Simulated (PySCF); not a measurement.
Br5Mo, neutral, multiplicity 2. Atoms are numbered in the order given.

```xyz
6

Mo     0.0000     0.0000     0.0483
Br     2.1074     0.0000    -1.1407
Br     0.0000     2.4726    -0.1051
Br     0.0000    -2.4726    -0.1051
Br     0.0000     0.0000     2.4337
Br    -2.1074     0.0000    -1.1407
```
Charge 0, spin multiplicity 2.

Geometry: B3LYP-D3(BJ)/def2-SVP. The multiplicity is an assumed one; other spin states were not compared. The def2 effective core potentials stand for the cores of Mo; spin–orbit coupling is left out.

Method: PBE/def2-TZVP in PySCF.

ESP charges are fitted to the potential on shells at 1.4 to 2.0 van der Waals radii. Atomic charges (e):

```
atom  ESP fit  Löwdin  Mulliken spin
----  -------  ------  -------------
Mo1       [?]   -0.97           0.93
Br2       [?]    0.21           0.02
Br3       [?]    0.14           0.04
Br4       [?]    0.14           0.04
Br5       [?]    0.27          -0.04
Br6       [?]    0.21           0.02
```

Task: Complete the blanks. (The exact figures need the calculation; the answer reports its results.)

Result: 
- Mo1, ESP fit: -0.12
- Br2, ESP fit: 0.06
- Br3, ESP fit: -0.07
- Br4, ESP fit: -0.07
- Br5, ESP fit: 0.13
- Br6, ESP fit: 0.06
